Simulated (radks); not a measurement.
F3+, 6 electrons, occupied as [He] 2p4 (not the ground configuration).

Method: non-relativistic Kohn-Sham, AM05, spin-unpolarised, spherical densities, point nucleus; computed with a radial shooting solver on a logarithmic mesh with Libxc functionals.

Energy parts (hartree):
| part | energy |
|---|---|
| total | -93.49679 |
| kinetic | 93.22381 |
| electron-nucleus | -210.41881 |
| Hartree | 31.53420 |
| exchange-correlation | -7.83598 |

Orbitals (lengths in bohr, moments of r in powers of bohr):
| orbital | occ. | eigenvalue (hartree) | <1/r> | <r> | <r^4> |
|---|---|---|---|---|---|
| 1s | 2 | -26.95147 | 8.598 | 0.1768 | 0.004634 |
| 2s | 0 | -3.28992 | 1.640 | 0.8868 | 1.541 |
| 2p | 4 | -2.61344 | 1.546 | 0.8408 | 1.590 |

The highest occupied level is 2p at -71.115 eV. The configuration is held as typed, so some empty levels lie below it. Virial ratio -V/T = 2.00293.
